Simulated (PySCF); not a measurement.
**TaO2Cl: from structure and modes to constants**

These are results of PBE0 in PySCF with Ta def2-TZVP with ECP60, O def2-TZVP, Cl def2-TZVP; scalar-relativistic core potentials, no spin–orbit coupling; density-fitted integrals, not measurements.

The singlet minimum has Cs symmetry. Masses (u): Ta 180.94800, O 15.99492, Cl 34.96885.

```xyz
4
charge 0 multiplicity 1, angstrom
Ta   -0.1906    0.0000   -0.1927
O    -1.0612    1.3817    0.3617
O    -1.0612   -1.3817    0.3617
Cl    1.9580    0.0000    0.6664
```

Harmonic wavenumbers (cm⁻¹): 154.8 (a', ×1), 177.3 (a'', ×1), 331.5 (a', ×1), 404.6 (a', ×1), 954.6 (a'', ×1), 1016.2 (a', ×1).

What is the harmonic zero-point energy?

Half the sum of all 6 wavenumbers, 3039/2 = 1519 cm⁻¹, which is 18.2 kJ/mol (1 cm⁻¹ = 0.0119627 kJ/mol).

Find the vibrational entropy and heat capacity at 298.15 K.

With u = 1.43878 ω/T, each mode gives S = R[u/(eᵘ−1) − ln(1−e⁻ᵘ)] and C = R u² eᵘ/(eᵘ−1)².
| ω (cm⁻¹) | u | S (J/(mol K)) | C (J/(mol K)) |
| --- | --- | --- | --- |
| 154.8 | 0.747 | 10.93 | 7.94 |
| 177.3 | 0.855 | 9.86 | 7.83 |
| 331.5 | 1.600 | 5.24 | 6.75 |
| 404.6 | 1.952 | 3.96 | 6.11 |
| 954.6 | 4.607 | 0.47 | 1.80 |
| 1016.2 | 4.904 | 0.37 | 1.51 |
The sums over all modes are S = 30.8 and C = 31.9 J/(mol K); the softest mode gives 35 % of the entropy.

Give the standard entropy (298.15 K, 1 bar) by its translational, rotational, vibrational and spin parts, and Cp.

Sackur–Tetrode with M = 247.91 u gives 177.6; rotation with symmetry number 1 gives 111.6; vibration 30.8; spin R ln 1 = 0.0. The total is 320.1 J/(mol K), and Cp = 4 R + 31.9 = 65.2 J/(mol K).

This need not be the most stable arrangement of these atoms. No spin–orbit coupling is included, which matters more the heavier the element.
